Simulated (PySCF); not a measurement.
**Identify the compound**

Molecular formula: C₅H₉N₃Si. Simulated spectra:

$^{1}$H NMR (300 MHz, computed): δ 4.54 (s, 3H), 3.08 (s, 3H), 2.88 (s, 3H).

$^{13}$C{$^{1}$H} NMR (computed): δ 170.7 (C), 166.4 (C), 165.7 (C), 26.8 (CH3), 23.3 (CH3).

No solvent, non-relativistic Hamiltonian, single conformer, equivalent nuclei averaged. GFN2-xTB structure; GIAO PBE0/pcSseg-1 shieldings; PySCF 2.14.

δ = σ(ref) − σ, references computed at the same level: $^{1}$H (31.72 ppm), $^{13}$C (186.93 ppm) vs TMS.

Problem. Which of these isomers gave the spectra?
A. [SiH3]n1nncc1C1CC1
B. Cc1nnc(C)c([SiH3])n1
C. C=Cn1nnc(C)c1[SiH3]

Solution. B. 

Rings plus π bonds: 4 (1 ring in the answer). 5 carbon signals for 5 carbons: no two carbons are equivalent. Carbon types of the structure: 3 × C, 2 × CH3, leaving 3 H on heteroatoms. δC 170.7, 166.4, 165.7: substituted aromatic carbon next to a ring nitrogen. δC 26.8, 23.3: methyl carbon on an aromatic ring; saturated and bonded to C and H only. δH 4.54: hydrogen on a silicon bonded to C. δH 3.08, 2.88: hydrogen on a methyl carbon on an aromatic ring; benzylic-type position, deshielded by the ring.

The others: C=Cn1nnc(C)c1[SiH3] would give 5 signals for carbon-bound and other non-exchanging H, not 3; [SiH3]n1nncc1C1CC1 would give 4 carbon signals, not 5.

Shifts are as computed. Against solution values, carbons near 30 ppm lie about +3 ppm off and those near 130 ppm about +5 ppm. Of 1211 compounds with measured shifts, 218 miss one by over three times the rms of a fit or turn the order of signals round; such compounds aren't used in these exercises. No couplings were computed; multiplicities are counted from neighbouring protons, with m where these are inequivalent, close in shift, in a saturated or five-membered ring or joined by F or P, and br s for small geminal =CH2 splittings.
